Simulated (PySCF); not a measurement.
# Reading the logs of faulty runs: Al2H7NSi

All numbers below are calculated, not measured. The program is PySCF 2.14.0, an open-source quantum chemistry code, run on an isolated molecule that a program drew, which may never have been made. The molecule is Al2H7NSi (charge 0, singlet), drawn as the SMILES string `[AlH2][AlH][NH][SiH3]`.

Each row is a Hartree-Fock (HF) and frozen-core CCSD(T) single point in the cc-pV(D+d)Z basis, meant for a local HF minimum. Run 1 is clean. Each other run has one planted mistake out of seven kinds, and not every kind appears here: one electron removed, one electron added, multiplicity raised by two, geometry at a saddle point, minimal basis STO-3G, one bond length entered in bohr, all coordinates scaled. The reference is restricted for singlets and unrestricted otherwise, and also for a bond in bohr. Adding or removing an electron swaps singlet and doublet. Electrons count all cores. HOMO and LUMO are orbital energies over both spins, the gradient is its largest component, and the lowest frequency (negative if imaginary) is given only where the gradient is small. Bond lengths are over the 10 bonds as drawn. T1 is the CCSD diagnostic: over 0.02 (restricted) or 0.045 (unrestricted) a single reference is doubtful.

Geometry of the clean run:
```xyz
11
Al2H7NSi, angstrom
Al   -3.5698   -0.4430    0.3927
Al   -1.6337   -1.1461   -1.2228
N    -0.0612   -0.2778   -1.1347
Si    0.4600    1.0201   -0.1227
H    -3.7532   -1.1073    1.8244
H    -4.6329    0.6697   -0.0032
H    -1.6780   -2.2953   -2.3194
H     0.6442   -0.5948   -1.7826
H     0.8410    2.2308   -0.8905
H    -0.6783    1.3715    0.7665
H     1.6194    0.6564    0.7282
```

| run | electrons | basis functions | <S^2> | HOMO (eV) | LUMO (eV) | gradient (hartree/bohr) | lowest frequency (cm^-1) | mean bond (Å) | longest bond (Å) | T1 | HF (hartree) | CCSD(T) (hartree) | mistake |
|---|---|---|---|---|---|---|---|---|---|---|---|---|---|
| 1 | 54 | 118 | 0.000 | -9.24 | 0.78 | 9.0e-06 | 61 | 1.6372 | 2.618 | 0.0138 | -831.34041 | -831.81617 | no fault |
| 2 | 53 | 118 | 0.771 | -15.02 | -7.33 | 6.5e-02 | - | 1.6372 | 2.618 | 0.0193 | -831.03688 | -831.49200 | one electron removed |
| 3 | 55 | 118 | 0.768 | -0.29 | 5.64 | 2.8e-02 | - | 1.6372 | 2.618 | 0.0156 | -831.33069 | -831.82402 | one electron added |
| 4 | 54 | 118 | 0.827 | -7.52 | 0.43 | 6.9e-03 | - | 1.7786 | 3.003 | 0.0488 | -831.24631 | -831.71245 | ? |

**Which mistake was planted in run 4, and what did it cost?**

The mean bond changes by a factor of 1.086 and the longest by 1.147, so the molecule wasn't scaled as a whole. A length L in bohr read as angstrom grows by (1/0.5292 - 1) L = 0.890 L. The 10 bonds together grew by 10 x 0.1414 = 1.414 Å, which gives L = 1.589 Å. That is the length of one of the Al-H bonds, 1.589 Å in the clean geometry. So the mistake is: one bond length entered in bohr. Subtracting run 1 and multiplying by 627.51 kcal/mol a hartree, the energy moved by 59.0 kcal/mol in HF and 65.1 kcal/mol in CCSD(T).

Cautions from the logs. Run 4: T1 is over the limit, so its CCSD(T) energy is less reliable.
